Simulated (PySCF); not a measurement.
siletan-1-amine (C3H9NSi), SMILES N[SiH]1CCC1. Coordinates come from a PBE-D3(BJ)/def2-SVP optimisation. The values are those of a single conformer.

Computed with PBE-D3(BJ)/def2-SVP run with PySCF.

Harmonic wavenumbers (cm⁻¹): 120, 158, 250, 271, 342, 435, 545, 622, 633, 678, 773, 795, 840, 870, 878, 929, 931, 945, 1018, 1104, 1165, 1189, 1235, 1358, 1379, 1417, 1490, 2148, 2970, 2986, 2988, 3022, 3063, 3066, 3499, 3597. Rotational constants (GHz): 7.795, 2.887, 2.441; symmetry number 1.

Task: Work out the zero-point energy and the ideal-gas rigid-rotor harmonic-oscillator thermochemistry at 298.15 K and 1 atm.

Result: ZPE = ½ Σ hcν = ½ × 49708 cm⁻¹ = 297.32 kJ/mol. H − E(el) = 318.15 kJ/mol. Entropy in J/(mol K): translation 164.47, rotation 109.51, vibration 60.13, total 334.11. G − E(el) = 218.54 kJ/mol. Cp = 118.32 J/(mol K). Modes under 150 cm⁻¹ make the vibrational entropy uncertain.
